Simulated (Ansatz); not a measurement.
Geometry optimisation, UKS PBE0/def2-SVP in Ansatz 0.2.0.

Input file:

```yaml
crystal:
  periodic: [false, false, false]
  atoms:
    - { symbol: Ta, position_ang: [-0.516099, 0.0, 0.052284] }
    - { symbol: F, position_ang: [2.61149, 0.0, -0.057079] }
    - { symbol: Cl, position_ang: [0.120323, 0.0, 2.267905] }
    - { symbol: F, position_ang: [0.227106, 0.0, -1.666267] }
    - { symbol: F, position_ang: [-1.162499, 1.75384, -0.025183] }
    - { symbol: F, position_ang: [-1.162499, -1.75384, -0.025183] }
    - { symbol: H, position_ang: [3.532178, 0.0, -0.006477] }
magnetization:
  spin_polarized: true
  initial_magnetization: 1
basis:
  gaussian: { orbitals: def2-SVP }
hamiltonian:
  xc: pbe0
relax:
  f_tol: 0.03
  max_steps: 50
```

Run as:

```bash
$ ansatz run input.yaml --threads 4 --pin off --max-ram 5120MiB --backend cpu --events-out ev --progress --plain --runs-dir out
```

Q: Where does it end, and by what steps?

A: The run converged. The force dipped under the threshold on the way, but the program's further checks kept it going. After 36 steps the energy has fallen by 0.300 eV; H7 moved furthest, 1.34 Å. Joined: Ta1–F2 (3.13 → 2.46 Å).

```
step  energy less start (eV)  largest force component (eV/Å)  accepted
   0                  0.0000                           0.095       yes
   2                 -0.0038                           0.558       yes
   4                 -0.0069                           0.488       yes
   6                 -0.0126                           0.924       yes
   8                 -0.0328                           0.186       yes
  10                 -0.0374                           1.106        no
  12                 -0.0554                           0.487       yes
  14                 -0.0566                           1.352        no
  16                 -0.0764                           0.200       yes
  18                 -0.0783                           0.122       yes
  20                 -0.0790                           0.019       yes
  22                 -0.0798                           0.060       yes
  24                 -0.0744                           1.799        no
  26                 -0.1331                           0.409       yes
  28                 -0.2402                           0.775       yes
  30                 -0.2855                           0.322       yes
  32                 -0.2988                           0.165       yes
  34                 -0.2994                           0.052        no
  36                 -0.3000                           0.027       yes
```

```xyz
7
Properties=species:S:1:pos:R:3
Ta -0.155 0.196 -0.085
F 2.161 -0.600 -0.265
Cl 0.791 0.593 2.033
F 0.168 0.513 -1.896
F -1.529 1.448 0.118
F -0.228 -1.682 0.015
H 2.441 -0.468 0.618
```

Whether the end is a true minimum wasn't checked by a vibrational analysis.

The run took 2.4 min on 4 threads of Arm Neoverse V1, on a shared host, peak memory 0.39 GiB.
